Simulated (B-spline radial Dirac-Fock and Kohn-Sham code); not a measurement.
Core-level shifts of erbium with charge state

Method: ΔSCF Dirac-Fock with Breit, self-energy and vacuum polarisation, finite nucleus, configuration average. Computed with a radial finite-basis atomic code. Each ion is free and in its tabulated ground configuration. Electron correlation is not included.

Reference: Er, [Xe] 4f12 6s2, with K 57482.3 eV, L1 9757.6 eV, M1 2223.1 eV, M3 1814.9 eV, N1 457.3 eV, Kα1 (K-L3) 49124.8 eV, Kβ1 (K-M3) 55667.5 eV, Lα1 (L3-M5) 6946.9 eV. Shifts from it, in eV (a dash: the subshell is empty, belongs to an open shell averaged over j, or its hole state is left out as unreliable):

| ion | configuration | K | L1 | M1 | M3 | N1 | Kα1 | Kβ1 | Lα1 |
| --- | --- | --- | --- | --- | --- | --- | --- | --- | --- |
| Er⁺ | [Xe] 4f12 6s1 | +7.2 | +7.2 | +7.1 | +7.2 | +7.1 | +0.01 | +0.04 | +0.03 |
| Er²⁺ | [Xe] 4f12 | +15.6 | +15.5 | +15.4 | +15.5 | +15.4 | +0.07 | +0.15 | +0.07 |
| Er³⁺ | [Xe] 4f11 | +36.4 | +37.1 | +38.0 | +38.1 | +37.3 | -0.68 | -1.65 | -0.82 |
| Er⁴⁺ | [Xe] 4f10 | +59.7 | +61.4 | +63.4 | +63.4 | +61.6 | -1.55 | -3.68 | -1.81 |
| Er⁵⁺ | [Kr] 4d10 4f10 5s2 5p5 | +78.9 | +80.1 | +81.7 | +81.6 | +79.7 | -1.08 | -2.75 | -1.43 |
| Er⁶⁺ | [Kr] 4d10 4f10 5s2 5p4 | +98.9 | +99.6 | +100.7 | +100.6 | +98.4 | -0.52 | -1.66 | -1.02 |
| Er⁷⁺ | [Kr] 4d10 4f10 5s2 5p3 | +119.9 | +119.9 | +120.5 | +120.4 | +117.9 | +0.07 | -0.48 | -0.54 |
| Er⁸⁺ | [Kr] 4d10 4f10 5s2 5p2 | +141.7 | +141.1 | +141.1 | +140.9 | +138.1 | +0.73 | +0.83 | -0.01 |
| Er⁹⁺ | [Kr] 4d10 4f10 5s2 5p1 | +164.4 | +163.0 | +162.3 | +162.1 | +158.9 | +1.45 | +2.27 | +0.57 |
| Er¹⁰⁺ | [Kr] 4d10 4f10 5s2 | +187.9 | +185.6 | +184.3 | +184.0 | +180.3 | +2.24 | +3.84 | +1.20 |

Over this range K (1s) moves by +187.9 eV and Kα1 by +2.2 eV: a line is a difference of two levels that shift in the same direction.
